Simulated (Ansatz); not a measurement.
The same path of C₂H₇BF₂Ge (13 atoms, charge 0, multiplicity 1) was run 3 times with different band settings. The coordinate that changes most is the dihedral Ge3–C2–B4–F5.

Theory: RKS PBE0-D4/def2-SVP (Ansatz).

Relaxed end points:

```xyz
13
Properties=species:S:1:pos:R:3
C -0.866 -0.635 -1.105
C 0.088 0.326 -0.396
Ge 1.220 -0.636 0.919
B -0.597 1.491 0.364
F 0.070 2.575 0.735
F -1.875 1.450 0.713
H -0.331 -1.467 -1.588
H -1.446 -0.121 -1.887
H -1.591 -1.072 -0.402
H 0.829 0.757 -1.092
H 1.885 -1.821 0.193
H 0.339 -1.179 2.062
H 2.296 0.297 1.499
```

```xyz
13
Properties=species:S:1:pos:R:3
C -0.865 -0.633 -1.108
C 0.089 0.326 -0.395
Ge 1.217 -0.640 0.922
B -0.595 1.492 0.364
F -1.875 1.459 0.702
F 0.077 2.569 0.743
H -0.330 -1.465 -1.592
H -1.445 -0.116 -1.889
H -1.592 -1.071 -0.406
H 0.832 0.756 -1.089
H 1.883 -1.825 0.196
H 0.332 -1.181 2.063
H 2.293 0.293 1.504
```

Common settings: climbing image yes; spring 5.0 eV/Å²; start path IDPP; force threshold 0.05 eV/Å; end points relaxed.

| run | movable images | optimiser | iteration limit | largest step |
| --- | --- | --- | --- | --- |
| 1 | 9 | quadratic models (default) | 25 | default |
| 2 | 9 | lbfgs | 24 | 0.5 Å |
| 3 | 1 | quadratic models (default) | 60 | default |

Q: What does each run give, and how far can it be trusted?

A: Run 1: converged after 7 iterations, highest image 0.129 eV above the first end. A vibrational analysis at the climbing image gives one clearly imaginary mode, 45i cm⁻¹: a first-order saddle point.
Run 2: converged after 18 iterations, highest image 0.136 eV above the first end. The order of the stationary point at the top wasn't checked.
Run 3: converged after 7 iterations, highest image 0.129 eV above the first end. The dihedral Ge3–C2–B4–F5 jumps by 91° between images 0 and 1, so the path isn't resolved there. Another band between the same ends (9 images) ends at a top of the same energy, where a vibrational analysis finds 1 clearly imaginary mode. So few images can step over the top or miss a turn of the path.
